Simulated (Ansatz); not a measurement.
Cost and result for the atomization energy of `C[O][GeH2][SeH]` (10 atoms, 9 bonds).

```
atom    x (Å)    y (Å)    z (Å)
  C1  -0.9294   1.1877   0.3961
  O2  -0.2298   0.2397   1.1662
 Ge3   0.5374  -1.1318   0.3428
 Se4   2.1262  -0.4006  -1.2353
  H5  -1.3329   1.9406   1.0765
  H6  -0.2736   1.6906  -0.3254
  H7  -1.7680   0.7365  -0.1516
  H8   1.2615  -1.8873   1.4572
  H9  -0.5407  -1.9448  -0.3962
 H10   1.1492  -0.4307  -2.3303
```

Charge 0, multiplicity 1. Correlated methods include outer-core shells of Ge, Se, which these sets cover unevenly. Scalar relativity is left out up to krypton. Geometry: relaxed with PBE0-D4/def2-TZVP. It is one conformer, not always the lowest. Program: Ansatz. Hardware: A = 2 threads of an AMD EPYC 7R13 on a shared host; B = 2 threads of an AMD EPYC 7R13 on a shared host and a share of an NVIDIA H100 80 GB. Times are those of one run each, without the atoms' runs, and a repeat can differ threefold. Electronic energies, without spin–orbit coupling; frozen cores. CCSD(T)/CBS adds CCSD(T) − MP2 in def2-TZVPP to the MP2 limit, and its time is that of the two runs behind it. T1 = 0.011. With those shells the extrapolation isn't a true limit. B3LYP takes the VWN-RPA correlation (the form of Gaussian; ORCA's B3LYP/G).

CCSD(T)/CBS is a level of theory with its own doubt, some kJ/mol a heavy atom from the limit and from the frozen cores, so smaller differences don't rank the functionals.

```tsv
level	functions	wall time
PBE-D4/def2-TZVPP (with forces) [A]	242	4.9 s
CCSD(T)/def2-TZVPP [B]	242	5 s
MP2/def2-QZVPP [B]	472	5.5 s
PBE0-D4/def2-TZVPP [A]	242	7.5 s
r2SCAN-D4/def2-TZVPP (with forces) [A]	242	9 s
CCSD(T)/CBS(def2)	–	11 s
B3LYP-D4/def2-TZVPP (with forces) [A]	242	12 s
B2PLYP/def2-TZVPP [A]	242	13 s
ωB97X-V/def2-TZVPP [A]	242	15 s
ωB97M-V/def2-TZVPP (with forces) [A]	242	22 s
```

(1) What atomization energy does each give, and how far from CCSD(T)/CBS? (Best estimate.)

Results:

(1) Computed: 
| level | atomization (kJ/mol) | difference from CCSD(T)/CBS | per bond |
| --- | --- | --- | --- |
| PBE-D4/def2-TZVPP (with forces) [A] | 3244.6 | 17.0 | 1.9 |
| CCSD(T)/def2-TZVPP [B] | 3149.6 | -78.0 | -8.7 |
| MP2/def2-QZVPP [B] | 3217.9 | -9.7 | -1.1 |
| PBE0-D4/def2-TZVPP [A] | 3189.5 | -38.1 | -4.2 |
| r2SCAN-D4/def2-TZVPP (with forces) [A] | 3219.8 | -7.8 | -0.9 |
| CCSD(T)/CBS(def2) | 3227.6 | 0.0 | 0.0 |
| B3LYP-D4/def2-TZVPP (with forces) [A] | 3196.7 | -30.9 | -3.4 |
| B2PLYP/def2-TZVPP [A] | 3166.1 | -61.5 | -6.8 |
| ωB97X-V/def2-TZVPP [A] | 3225.3 | -2.3 | -0.3 |
| ωB97M-V/def2-TZVPP (with forces) [A] | 3196.6 | -31.0 | -3.4 |

The D4 term adds +34.1 kJ/mol with B3LYP and +18.0 kJ/mol with PBE0; it sums over pairs of atoms, weighted by their polarisabilities, and B3LYP, whose exchange is more repulsive, gets the larger term. From PBE to PBE0 (25 % exact exchange), in def2-TZVPP and without D4, the atomization energy moves by −52.0 kJ/mol: exact exchange takes away binding that semilocal exchange gives to molecules. In def2-TZVPP, CCSD(T) changes the Hartree–Fock value by +881.2 kJ/mol (the triples alone add +49.2 kJ/mol) and MP2 by +904.3 kJ/mol; breaking electron pairs costs correlation energy, which Hartree–Fock lacks.
